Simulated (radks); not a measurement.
Results of a calculation; reference values are marked as such.
The mean radii <r> (bohr) of the occupied orbitals of an atom or ion are listed with their occupations. Code: a radial shooting solver on a logarithmic mesh with Libxc functionals. Model: Dirac Kohn-Sham, BLYP, spin-unpolarised, spherical densities, finite nucleus; Fermi nuclear charge, rms radius of each element as measured or else 0.836 A^(1/3) + 0.57 fm.

| orbital | occ. | <r> |
|---|---|---|
| 1s1/2 | 2 | 0.04550 |
| 2s1/2 | 2 | 0.2011 |
| 2p1/2 | 2 | 0.1734 |
| 2p3/2 | 4 | 0.1770 |
| 3s1/2 | 2 | 0.5255 |
| 3p1/2 | 1.66667 | 0.5146 |
| 3p3/2 | 3.33333 | 0.5208 |
| 7f5/2 | 0.428571 | 4.031 |
| 7f7/2 | 0.571429 | 4.033 |

Name the element and its charge. Open shells, if any, are shared by 2j + 1.

Answer. Z = 33, arsenic, charge +15: As15+ in [Ne] 3s2 3p5 7f1. The 1s radius gives Z: for a bare nucleus <r> = (2 gamma + 1)/(2Z) with gamma = sqrt(1 - (Z/c)^2), 0.04456 bohr for Z = 33, and screening makes it slightly larger (0.04550 here). The occupations add up to 18, and the charge is Z minus that.
